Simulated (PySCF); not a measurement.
## Ionising GaH

PBE0; PySCF, scalar-relativistic core potentials, basis sets Ga cc-pVTZ-PP with ECP10, H cc-pVTZ. Neutral (UKS): singlet (closed shell), Re = 1.681 Å, ωe = 1573 cm⁻¹, De = 2.83 eV, HOMO -5.94 eV, LUMO -1.68 eV.

GaH⁺ (UKS): doublet (σ ↑), Re = 1.675 Å, ωe = 1235 cm⁻¹, De = 0.44 eV to Ga⁺ + H. The energies at the minima are -260.01798 hartree for GaH and -259.71155 for GaH⁺.

(1) Work out the adiabatic ionisation energy, without and with harmonic zero-point energies (1 hartree = 27.2114 eV, 1 eV = 8065.5 cm⁻¹), and the change of the bond length.

Weak bonds: GaH⁺. Basis-set superposition, not corrected here, can be much of De in a small basis, most of all at correlated wavefunction levels. Spin–orbit coupling is left out. For an ion De counts to the pair picked by the measured ionisation energies or electron affinities, which need not be the lowest pair at this level. States were picked by a PBE0 search and need not be the measured ground states.

Results:

(1) At PBE0: 0.30643 hartree = 8.338 eV between the minima; the zero-point term (1235.0 − 1573.0)/2 cm⁻¹ = -0.021 eV makes it 8.317 eV. Re changes by -0.6 pm against the neutral. Minus the HOMO energy is 5.94 eV, -2.40 eV from the value between the minima; self-interaction puts the Kohn–Sham level too high, less so with exact exchange. The electron leaves a σ orbital, and the small change of length marks it as nearly non-bonding.
